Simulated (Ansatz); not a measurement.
Born–Oppenheimer molecular dynamics of C3H10B2OSi (17 atoms, charge 0, multiplicity 1). It goes on from the last frame of an earlier run, with new velocities.

Computed with RKS LDA/STO-3G in Ansatz 0.2.0.

```json
{
 "ensemble": "NVE (velocity Verlet)",
 "time step": "0.5 fs",
 "steps asked": "166",
 "starting velocities drawn for": "700 K",
 "seed": "32262"
}
```

First frame:

```xyz
17
Properties=species:S:1:pos:R:3
B -1.038 -2.859 -0.254
Si 0.236 -1.591 0.486
O -0.412 -0.798 1.903
B 0.555 -0.216 -0.900
C 0.362 1.247 -0.538
C 1.098 2.252 -1.079
C -0.626 1.530 0.559
H -2.172 -2.853 0.105
H -0.658 -3.466 -1.179
H 1.538 -2.194 0.820
H 0.312 -0.873 2.561
H 0.985 -0.642 -1.953
H 1.036 3.257 -0.689
H 1.794 2.131 -1.996
H -1.665 1.588 0.080
H -0.453 2.533 1.065
H -0.559 0.704 1.392
```

Q: How far do the bonds stretch over the last three quarters of this one trajectory? (Pairs bonded in most of those frames.)

A: 
| bond | mean (Å) | spread (Å) | shortest | longest |
| --- | --- | --- | --- | --- |
| B1–Si2 | 1.946 | 0.020 | 1.90 | 1.98 |
| B1–H8 | 1.180 | 0.022 | 1.14 | 1.22 |
| B1–H9 | 1.184 | 0.040 | 1.12 | 1.25 |
| Si2–O3 | 1.752 | 0.017 | 1.72 | 1.79 |
| Si2–B4 | 1.963 | 0.059 | 1.89 | 2.06 |
| Si2–H10 | 1.466 | 0.012 | 1.45 | 1.49 |
| O3–H11 | 1.034 | 0.040 | 0.97 | 1.09 |
| B4–C5 | 1.514 | 0.021 | 1.46 | 1.56 |
| B4–H12 | 1.180 | 0.023 | 1.14 | 1.22 |
| C5–C6 | 1.373 | 0.024 | 1.33 | 1.41 |
| C5–C7 | 1.519 | 0.030 | 1.47 | 1.57 |
| C6–H13 | 1.111 | 0.029 | 1.05 | 1.18 |
| C6–H14 | 1.105 | 0.040 | 1.04 | 1.17 |
| C7–H15 | 1.109 | 0.028 | 1.06 | 1.15 |
| C7–H16 | 1.105 | 0.019 | 1.07 | 1.13 |
| C7–H17 | 1.153 | 0.038 | 1.08 | 1.22 |

Mean temperature of the second half: 468 K. The conserved energy stayed within 0.23 meV per atom of its start (net change -0.22 meV per atom), so the integration is sound. A run of 0.083 ps of so small a system gives no equilibrium averages. Limits of this set-up: minimal basis.

The run took 7.6 min on 1 thread of Arm Neoverse V1, with other jobs on the host, peak memory 0.09 GiB.
